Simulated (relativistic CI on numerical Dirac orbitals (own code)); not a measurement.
## What each ingredient does to the levels of Hg LII

Base calculation: Dirac-Coulomb-Breit CI, orbitals from a KLI potential per configuration, QED by a radiative potential, unscaled Slater integrals.

Configuration list (outside the closed core [Ar]): 3d10 4s, 3d10 4p, 3d10 4d, 3d10 4f, 3d10 5s, 3d10 5p, 3d10 5d, 3d10 5f, 3d10 5g, 3d9 4p2, 3d10 6s, 3d10 6p, 3d9 4s2, 3d8 4s 4p2, 3d9 4p 4d, 3d10 6d. Levels of other configurations are missing.

Variants: (1) valence Slater integrals scaled by 0.9; (2) Breit term removed. Shifts of the energy above 3d10 4s 2S_1/2, in eV, for the lowest level and the first level of each name with at least 55 % of one term (blank where a level changes its place among those of its configuration and J or its character, or is not in the variant):

```csv
Level,Base,Δ(1),Δ(2)
3d10 4s 2S_1/2,0.00,0.00,0.00
3d10 4p 2P°_1/2,112.83,-0.01,-1.45
3d10 4p 2P°_3/2,265.87,-0.01,+0.11
3d10 4d 2D_3/2,436.53,-0.01,+0.72
3d10 4d 2D_5/2,468.94,-0.01,+1.41
3d10 4f 2F°_5/2,650.39,0.00,+1.84
3d10 4f 2F°_7/2,659.15,0.00,+2.30
3d10 5s 2S_1/2,1216.36,-0.01,+1.43
3d10 5p 2P°_1/2,1271.36,+0.01,+0.71
3d10 5p 2P°_3/2,1343.68,+0.01,+1.41
3d10 5d 2D_3/2,1425.52,-0.01,+1.71
3d10 5d 2D_5/2,1441.29,-0.01,+2.07
3d10 5f 2F°_5/2,1522.10,-0.01,+2.29
3d10 5f 2F°_7/2,1527.11,-0.01,+2.48
```

At this charge energies of transitions that change n are usually good to better than 1 %, and those within a shell (Δn = 0) to a few per cent.

Ionisation energy from the two ground configurations alone: base 3050.34 eV; Breit term removed 3052.97 eV. The NIST ASD value (semi-empirical) is 3049.9 eV.

LS names give the leading component of a level, which can be under half, so a name can repeat, a term be missing and a line seem to break the LS rules.
